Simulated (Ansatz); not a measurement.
Job for Ansatz (a program for electronic structure): R-wB97X-V/def2-TZVPPD on BiClFH3 (a complex), monomers drawn apart or pushed together. Elements past Kr take the def2 small-core potentials; no spin–orbit coupling. Files ending in .json are basis or fitting sets from the Basis Set Exchange.

Ansatz 0.2 input:
```yaml
crystal:
  periodic: [false, false, false]
  atoms:
    - {symbol: Cl, position_ang: [1.84301533, -0.75688818, 1.44602340]}
    - {symbol: Bi, position_ang: [0.26125346, 0.58006264, 0.01951290]}
    - {symbol: H, position_ang: [-0.56858731, -0.88407077, -0.61333565]}
    - {symbol: H, position_ang: [1.38252755, 0.53930461, -1.39424110]}
    - {symbol: F, position_ang: [-0.89478373, -0.71024266, 3.24068271]}
    - {symbol: H, position_ang: [-0.00412342, -0.93187867, 3.03729976]}
basis:
  gaussian:
    orbitals: def2-TZVPPD.json
hamiltonian:
  xc: {name: wB97X-V}
scf: {lower_state_search: off}
```

Problem. Give the final energy of this run.

Solution. -776.4358 hartree.

Problem. How many basis functions does it have, and what does it roughly cost on one machine?

Solution. 198 functions; around 7 core-seconds (rough).
